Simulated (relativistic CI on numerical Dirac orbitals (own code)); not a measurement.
**Level scheme of Mg10+**

Method of calculation: Dirac-Coulomb-Breit CI, separate exchange-only KLI orbitals for each configuration, model QED, unscaled Slater integrals (own radial code, finite nucleus).

CI space: 1s2, 1s.2s, 1s.2p, 1s.3s, 1s.3p, 1s.3d, 1s.4s, 1s.4p, 1s.4d, 1s.4f, 1s.5s, 1s.5p, 1s.5d, 1s.5f, 1s.5g, 1s.6s, 1s.6p, 1s.6d. Levels of other configurations are missing.

```csv
No.,Configuration,Term,J,E (eV),%,Next component (%),Lifetime (s)
1,1s2,1S,0,0.00,100,,
2,1s.2s,3S,1,1329.91,100,,1.52e-05
3,1s.2p,3P°,0,1341.84,100,,7.76e-09
4,1s.2p,3P°,1,1341.94,100,,3.13e-11
5,1s.2p,3P°,2,1342.38,100,,6.33e-09
6,1s.2s,1S,0,1342.70,100,,
7,1s.2p,1P°,1,1351.52,100,,4.98e-14
8,1s.3s,3S,1,1572.23,100,,8.50e-12
9,1s.3p,3P°,0,1575.51,100,,3.11e-12
10,1s.3p,3P°,1,1575.54,100,,3.02e-12
11,1s.3p,3P°,2,1575.67,100,,3.13e-12
12,1s.3s,1S,0,1575.69,100,,8.56e-12
13,1s.3d,3D,1,1577.42,100,,1.03e-12
14,1s.3d,3D,2,1577.43,92,8 1D,1.03e-12
15,1s.3d,3D,3,1577.48,100,,1.03e-12
16,1s.3d,1D,2,1577.57,92,8 3D,1.06e-12
17,1s.3p,1P°,1,1578.27,100,,1.61e-13
18,1s.4s,3S,1,1655.39,100,,1.28e-11
19,1s.4p,3P°,0,1656.73,100,,5.30e-12
20,1s.4p,3P°,1,1656.75,100,,5.19e-12
21,1s.4p,3P°,2,1656.80,100,,5.33e-12
22,1s.4s,1S,0,1656.82,100,,1.15e-11
23,1s.4d,3D,1,1657.52,100,,2.38e-12
24,1s.4d,3D,2,1657.53,95,5 1D,2.38e-12
25,1s.4d,3D,3,1657.54,100,,2.38e-12
26,1s.4f,3F°,3,1657.58,58,42 1F°,4.94e-12
27,1s.4f,3F°,2,1657.58,100,,4.94e-12
28,1s.4f,3F°,4,1657.60,100,,4.94e-12
29,1s.4f,1F°,3,1657.60,58,42 3F°,4.95e-12
30,1s.4d,1D,2,1657.60,95,5 3D,2.46e-12
```

Energies count from the lowest computed level; ° marks odd parity; lifetimes are radiative, by E1, M1, E2, M2 decay to levels of this space only; some are left blank where a channel outside the calculation adds to the decay or the decay crosses a small, uncertain gap.

The mean weight of the leading LS term, summed over parents, in these 30 levels is 96 %, and that of the leading jj configuration (from the same eigenvectors) 93 %.

At this charge energies of transitions that change n are usually good to better than 1 %, and those within a shell (Δn = 0) to a few per cent.

LS names give the leading component of a level, which can be under half, so a name can repeat, a term be missing and a line seem to break the LS rules.
